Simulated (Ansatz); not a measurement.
Ansatz (an electronic-structure program) job for Si(OH)3(SiH3) (H₆O₃Si₂), SMILES [SiH3][Si](O)(O)O, PBE-D3(BJ)/def2-SVP. 

Ansatz 0.2 input:
```yaml
crystal:
  periodic: [false, false, false]
  atoms:
    - {symbol: O, position_ang: [0.53204676, -1.45420924, -1.03656336]}
    - {symbol: Si, position_ang: [0.00000000, -0.00000000, -0.45051040]}
    - {symbol: O, position_ang: [-1.52540552, 0.26633862, -1.03656336]}
    - {symbol: O, position_ang: [0.99335877, 1.18787063, -1.03656335]}
    - {symbol: Si, position_ang: [-0.00000000, -0.00000000, 1.89405552]}
    - {symbol: H, position_ang: [1.45485668, -1.68474213, -0.87809060]}
    - {symbol: H, position_ang: [-2.18645782, -0.41757178, -0.87809060]}
    - {symbol: H, position_ang: [0.73160114, 2.10231390, -0.87809060]}
    - {symbol: H, position_ang: [1.35130451, -0.35424131, 2.43405359]}
    - {symbol: H, position_ang: [-0.98243424, -0.99314338, 2.43405358]}
    - {symbol: H, position_ang: [-0.36887029, 1.34738469, 2.43405358]}
basis:
  gaussian:
    orbitals: def2-SVP
hamiltonian:
  xc: pbe
  dispersion: d3bj
relax: {f_tol: 0.002, max_steps: 200}
```

Program output:

```
WARN ansatz: RAYON_NUM_THREADS=1 ignored (pool sized by the plan → 1); use --threads N
Functional definition: PBE
integrals: 0.05 GiB planned
1169 factors; their error is unknown
mean field: 0.29 GiB planned
mean field evaluation 1: about -21959.2992 eV, gradient 8.9e1 eV
mean field evaluation 2: about -21897.9024 eV, gradient 1.9e2 eV
mean field evaluation 4: about -21972.7729 eV, gradient 6.0e0 eV
mean field evaluation 8: about -21972.9007 eV, gradient 5.8e-2 eV
mean field evaluation 16: about -21972.8239 eV, gradient 1.0e-4 eV
mean field -21972.82394874 eV, -807.4863864013 hartree, gradient 1.3e-5 eV, S^2 0.000000; 0 other end points of the search recorded, 0 dependent functions left out
the calculation of the forces begins
reference -21972.82398463 eV, -807.4863877200 hartree; 29, 29 occupied and 79, 79 virtual orbitals, 1169 factors
relax step   1: F+E_penalty+E_count = -21973.05507489 eV  Δ(F+E_penalty+E_count) = +0.000e0 eV  max|allowed force component| = 3.823e-1 eV/Å  Δτ_max = 0.0000 Å  (26 SCF iters, accepted)
these checks for a lower state are left out or cut short: starts, cluster_reference, orbital_swaps, neighbouring_geometries, increment
integrals: 0.05 GiB planned
1169 factors; their error is unknown
mean field: 0.29 GiB planned
mean field -21972.83814349 eV, -807.4869080488 hartree, gradient 6.9e-6 eV, S^2 0.000000; 0 other end points of the search recorded, 0 dependent functions left out
the calculation of the forces begins
reference -21972.83817948 eV, -807.4869093712 hartree; 29, 29 occupied and 79, 79 virtual orbitals, 1169 factors
relax step   2: F+E_penalty+E_count = -21973.06841949 eV  Δ(F+E_penalty+E_count) = -1.334e-2 eV  max|allowed force component| = 2.749e-1 eV/Å  Δτ_max = 0.0102 Å  (28 SCF iters, accepted)
these checks for a lower state are left out or cut short: starts, cluster_reference, orbital_swaps, neighbouring_geometries, increment
integrals: 0.05 GiB planned
1169 factors; their error is unknown
mean field: 0.29 GiB planned
mean field evaluation 32: about -21972.8424 eV, gradient 7.0e-6 eV
mean field -21972.84244966 eV, -807.4870662976 hartree, gradient 7.0e-6 eV, S^2 0.000000; 0 other end points of the search recorded, 0 dependent functions left out
the calculation of the forces begins
reference -21972.84248565 eV, -807.4870676202 hartree; 29, 29 occupied and 79, 79 virtual orbitals, 1169 factors
relax step   3: F+E_penalty+E_count = -21973.07239031 eV  Δ(F+E_penalty+E_count) = -3.971e-3 eV  max|allowed force component| = 7.321e-2 eV/Å  Δτ_max = 0.0084 Å  (28 SCF iters, accepted)
these checks for a lower state are left out or cut short: starts, cluster_reference, orbital_swaps, neighbouring_geometries, increment
integrals: 0.05 GiB planned
1169 factors; their error is unknown
mean field: 0.29 GiB planned
mean field -21972.84321171 eV, -807.4870943022 hartree, gradient 6.6e-6 eV, S^2 0.000000; 0 other end points of the search recorded, 0 dependent functions left out
the calculation of the forces begins
reference -21972.84324760 eV, -807.4870956211 hartree; 29, 29 occupied and 79, 79 virtual orbitals, 1169 factors
relax step   4: F+E_penalty+E_count = -21973.07375258 eV  Δ(F+E_penalty+E_count) = -1.362e-3 eV  max|allowed force component| = 3.501e-2 eV/Å  Δτ_max = 0.0256 Å  (27 SCF iters, accepted)
these checks for a lower state are left out or cut short: starts, cluster_reference, orbital_swaps, neighbouring_geometries, increment
integrals: 0.05 GiB planned
1169 factors; their error is unknown
mean field: 0.29 GiB planned
mean field -21972.84353376 eV, -807.4871061374 hartree, gradient 6.8e-6 eV, S^2 0.000000; 0 other end points of the search recorded, 0 dependent functions left out
the calculation of the forces begins
reference -21972.84356964 eV, -807.4871074559 hartree; 29, 29 occupied and 79, 79 virtual orbitals, 1169 factors
relax step   5: F+E_penalty+E_count = -21973.07419298 eV  Δ(F+E_penalty+E_count) = -4.404e-4 eV  max|allowed force component| = 1.870e-2 eV/Å  Δτ_max = 0.0098 Å  (28 SCF iters, accepted)
these checks for a lower state are left out or cut short: starts, cluster_reference, orbital_swaps, neighbouring_geometries, increment
integrals: 0.05 GiB planned
1169 factors; their error is unknown
mean field: 0.29 GiB planned
mean field -21972.84379935 eV, -807.4871158977 hartree, gradient 7.0e-6 eV, S^2 0.000000; 0 other end points of the search recorded, 0 dependent functions left out
the calculation of the forces begins
reference -21972.84383525 eV, -807.4871172169 hartree; 29, 29 occupied and 79, 79 virtual orbitals, 1169 factors
relax step   6: F+E_penalty+E_count = -21973.07430883 eV  Δ(F+E_penalty+E_count) = -1.158e-4 eV  max|allowed force component| = 1.143e-2 eV/Å  Δτ_max = 0.0037 Å  (22 SCF iters, accepted)
these checks for a lower state are left out or cut short: starts, cluster_reference, orbital_swaps, neighbouring_geometries, increment
integrals: 0.05 GiB planned
1169 factors; their error is unknown
mean field: 0.29 GiB planned
mean field -21972.84384271 eV, -807.4871174912 hartree, gradient 6.8e-6 eV, S^2 0.000000; 0 other end points of the search recorded, 0 dependent functions left out
the calculation of the forces begins
reference -21972.84387861 eV, -807.4871188103 hartree; 29, 29 occupied and 79, 79 virtual orbitals, 1169 factors
relax step   7: F+E_penalty+E_count = -21973.07437235 eV  Δ(F+E_penalty+E_count) = -6.353e-5 eV  max|allowed force component| = 8.363e-3 eV/Å  Δτ_max = 0.0048 Å  (29 SCF iters, accepted)
these checks for a lower state are left out or cut short: starts, cluster_reference, orbital_swaps, neighbouring_geometries, increment
integrals: 0.05 GiB planned
1169 factors; their error is unknown
mean field: 0.29 GiB planned
mean field evaluation 64: about -21972.8438 eV, gradient 2.2e-4 eV
mean field -21972.84380547 eV, -807.4871161224 hartree, gradient 6.8e-6 eV, S^2 0.000000; 0 other end points of the search recorded, 0 dependent functions left out
the calculation of the forces begins
reference -21972.84384135 eV, -807.4871174411 hartree; 29, 29 occupied and 79, 79 virtual orbitals, 1169 factors
relax step   8: F+E_penalty+E_count = -21973.07447296 eV  Δ(F+E_penalty+E_count) = -1.006e-4 eV  max|allowed force component| = 1.216e-2 eV/Å  Δτ_max = 0.0116 Å  (28 SCF iters, accepted)
these checks for a lower state are left out or cut short: starts, cluster_reference, orbital_swaps, neighbouring_geometries, increment
integrals: 0.05 GiB planned
1169 factors; their error is unknown
mean field: 0.29 GiB planned
mean field -21972.84378282 eV, -807.4871152903 hartree, gradient 1.2e-5 eV, S^2 0.000000; 0 other end points of the search recorded, 0 dependent functions left out
the calculation of the forces begins
reference -21972.84381870 eV, -807.4871166087 hartree; 29, 29 occupied and 79, 79 virtual orbitals, 1169 factors
relax step   9: F+E_penalty+E_count = -21973.07448704 eV  Δ(F+E_penalty+E_count) = -1.407e-5 eV  max|allowed force component| = 1.294e-3 eV/Å  Δτ_max = 0.0023 Å  (22 SCF iters, accepted)
integrals: 0.05 GiB planned
1169 factors; their error is unknown
mean field: 0.29 GiB planned
mean field -21972.84378282 eV, -807.4871152903 hartree, gradient 1.2e-5 eV, S^2 0.000000; 1 other end points of the search recorded, 0 dependent functions left out
the calculation of the forces begins
reference -21972.84381870 eV, -807.4871166087 hartree; 29, 29 occupied and 79, 79 virtual orbitals, 1169 factors
Total energy: -21973.07452292 eV, -807.4955948323 hartree
Atom 0 at     0.541883    -1.464166    -1.063428 Å, force    -0.001171     0.000294    -0.000209 eV/Å
Atom 1 at     0.000012     0.000097    -0.469829 Å, force    -0.000302    -0.000042    -0.000593 eV/Å
Atom 2 at    -1.538959     0.262913    -1.063593 Å, force     0.000765     0.000783    -0.000235 eV/Å
Atom 3 at     0.997093     1.201440    -1.063648 Å, force     0.000472    -0.000856    -0.000390 eV/Å
Atom 4 at     0.000031     0.000009     1.882608 Å, force     0.000040    -0.000216     0.000488 eV/Å
Atom 5 at     1.458718    -1.694691    -0.833389 Å, force     0.001294    -0.000328     0.000462 eV/Å
Atom 6 at    -2.196975    -0.415985    -0.833886 Å, force    -0.000753    -0.000845     0.000451 eV/Å
Atom 7 at     0.738056     2.110776    -0.834164 Å, force    -0.000305     0.001000     0.000463 eV/Å
Atom 8 at     1.360014    -0.357689     2.426947 Å, force     0.000081     0.000056    -0.000189 eV/Å
Atom 9 at    -0.989545    -0.999164     2.426859 Å, force    -0.000160     0.000150    -0.000218 eV/Å
Atom 10 at    -0.370328     1.356461     2.427266 Å, force     0.000039     0.000002    -0.000030 eV/Å
Dipole moment:    -0.000071     0.000049     0.197685 e Å
```

Self-consistency was reached.

Cost: around 21 core-seconds (rough).
